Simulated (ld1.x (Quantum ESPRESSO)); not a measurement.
**Configuration tests for germanium (TM)**

ld1.x (Quantum ESPRESSO) 7.5 input, shortened:

```
&input
   title='Ge', zed=32., rel=1, dft='PZ', iswitch=3,
   config='[Ar] 3d10 4s2 4p0 4d-2'
 /
 &inputp
   pseudotype=2, tm=.true., lloc=2,
   nlcc=.false.
 /
3
4S  1  0   2.00   0.00  1.40  1.40  0.0
4P  2  1   0.00   0.00  1.70  1.70  0.0
4D  3  2  -2.00   0.40  1.50  1.50  0.0
 &test
   configts(1)='4s2 4p0'
 /
```

Energies are relative to the spin-unpolarised reference configuration 4s2 4p0; without spin polarisation the order of configurations can differ from experiment. Spin-polarised rows fill each open shell by Hund’s rule, majority spin first.

```json
{"valence configuration": "4s2 4p2", "charge": "0", "ΔE all-electron (eV)": "-23.352", "error AE − PS (meV)": "+68"}
{"valence configuration": "4s2 4p1", "charge": "+1", "ΔE all-electron (eV)": "-15.716", "error AE − PS (meV)": "+30"}
{"valence configuration": "4s0 4p4", "charge": "0", "ΔE all-electron (eV)": "-6.992", "error AE − PS (meV)": "+86"}
{"valence configuration": "4s1 4p2", "charge": "+1", "ΔE all-electron (eV)": "-6.939", "error AE − PS (meV)": "+29"}
{"valence configuration": "4s2 4p1.5", "charge": "+0.5", "ΔE all-electron (eV)": "-20.463", "error AE − PS (meV)": "+50"}
{"valence configuration": "4s2 4p2.3", "charge": "-0.3", "ΔE all-electron (eV)": "-24.280", "error AE − PS (meV)": "+76"}
{"valence configuration": "4s2 4p2 (spin-polarised)", "charge": "0", "ΔE all-electron (eV)": "-23.915", "error AE − PS (meV)": "+142"}
{"valence configuration": "4s2 4p1 (spin-polarised)", "charge": "+1", "ΔE all-electron (eV)": "-15.901", "error AE − PS (meV)": "+61"}
```

Task: What are ΔE and the potential's error for 4s1 4p0?

Result: ΔE = 35.218 eV all-electron; the error (AE − PS) is +143 meV.

Levels in the configuration 4s2 4p1.5:

```
level  all-electron (eV)  pseudo (eV)
   4s            -15.848      -15.905
   4p             -7.575       -7.613
```

Note: ghost states, extra bound levels that the all-electron valence spectrum of the same l lacks: s at -1417.0 eV, p at -405.8 eV. A true bound ghost makes a file unfit for plane-wave use.
